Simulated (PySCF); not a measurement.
# C²⁺ (carbon, charge +2): UHF calculation

Configuration: [He] 2s2, closed-shell 1S. Computed with PySCF 2.14 in 6-31G* (3s2p1d, 14 functions), with no relativity, point nucleus.

| Quantity | Value |
| --- | --- |
| Total energy | -36.397259 hartree |
| One-electron energy | -44.0548 hartree |
| Hartree (Coulomb) energy | 11.9516 hartree |
| Exchange energy | -4.2941 hartree |
| Kinetic energy | 36.07873 hartree |
| ⟨S²⟩ | 0.0000 |
| ⟨L²⟩ | 0.000 |
| Sum of ⟨r⟩ | 3.310 bohr |
| Sum of ⟨r²⟩ | 4.732 bohr² |
| Density at the nucleus (Gaussians lack the cusp) | 121 bohr⁻³ |
| Langevin diamagnetic susceptibility | -3.75 ×10⁻⁶ cm³/mol |
| Time after the integrals | 0.04 s of wall time on 1 thread of AMD EPYC 7B13 (shared host) |

```
shell  electrons  mean orbital energy (hartree)  rms radius, mean of both spins (bohr)
   1s          2                      -12.67642                                  0.311
   2s          2                       -1.69343                                   1.51
```
